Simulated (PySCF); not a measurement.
# From computed data to an observable: chemical shift, span and skew from a shielding tensor

silyloxysilylmethanol (CH₈O₂Si₂), SMILES OC[SiH2]O[SiH3]. Atoms are numbered in the order given.

```xyz
13

O     -3.1722     0.3317    -0.0398
C     -1.9482     0.1010     0.6574
Si    -0.5177     0.0906    -0.5810
O      0.9320    -0.0334     0.2233
Si     2.5642    -0.3245     0.1979
H     -3.1611     1.2387    -0.3732
H     -1.7776     0.8301     1.4752
H     -2.0360    -0.8850     1.1428
H     -0.6738    -1.0392    -1.5409
H     -0.5710     1.3759    -1.3441
H      2.8621    -1.5454    -0.6071
H      3.2875     0.8360    -0.3984
H      3.0302    -0.5288     1.5962
```

The structure is a stationary point at B3LYP-D3(BJ)/def2-SVP. Other conformers were not sampled.

GIAO shieldings from PBE/pcSseg-1 (PySCF), non-relativistic, no solvent. The symmetric part of the tensor of C2 has the principal values 85.5, 103.3, 183.1 ppm. The same nucleus in TMS has σ = 182.0 ppm at this level (PySCF, at its B3LYP-D3(BJ)/def2-TZVP geometry).

Task: Work out the isotropic shielding, the ¹³C shift against TMS, the span and the skew.

Result: 
σ(iso) = (σ11 + σ22 + σ33)/3 = 124.0 ppm. δ = σ(ref) − σ(iso) = 182.0 − (124.0) = 58.0 ppm.
Span Ω = σ33 − σ11 = 97.6 ppm. Skew κ = 3(σ(iso) − σ22)/Ω = 0.64. Tumbling in solution averages the tensor to δ; in a static solid the shielding alone would spread this spin-1/2 line over Ω.
